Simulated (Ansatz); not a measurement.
Cs₄⁺. The state is a doublet with charge 1. Geometry r2SCAN/def2-TZVP, that of the neutral singlet.

```xyz
4

Cs   -3.9670   -0.6659   -2.6423
Cs    1.3101    0.3306   -2.0385
Cs   -1.3044   -0.3350    2.0313
Cs    3.9613    0.6703    2.6494
```

In the def2 sets Cs takes a core potential; there is no spin–orbit coupling. At r2SCAN/def2-TZVP the charge 1 doublet is spin-contaminated (final ⟨S²⟩ up to 0.89, 0.75 for a pure state). The structure comes from a short search, and lower isomers may exist.

Task: Estimate the α-spin orbital energies around the gap (eV) in Ansatz with PBE/def2-TZVP, r2SCAN/def2-TZVP, PBE0/def2-TZVP.

Result: 
| orbital | PBE/def2-TZVP | r2SCAN/def2-TZVP | PBE0/def2-TZVP |
| --- | --- | --- | --- |
| HOMO−5 | -15.96 | -16.38 | -17.35 |
| HOMO−4 | -15.93 | -16.35 | -17.32 |
| HOMO−3 | -15.92 | -16.35 | -17.32 |
| HOMO−2 | -15.88 | -16.30 | -17.27 |
| HOMO−1 | -5.21 | -5.10 | -5.59 |
| HOMO | -4.62 | -4.63 | -4.94 |
| LUMO | -4.12 | -3.88 | -3.66 |
| LUMO+1 | -3.82 | -3.47 | -3.36 |
| LUMO+2 | -3.52 | -3.30 | -3.09 |
| LUMO+3 | -3.30 | -3.10 | -2.80 |
| LUMO+4 | -3.28 | -3.09 | -2.78 |
| LUMO+5 | -3.18 | -3.03 | -2.76 |
| β HOMO | -5.04 | -4.88 | -5.30 |
| β LUMO | -4.32 | -3.76 | -3.84 |
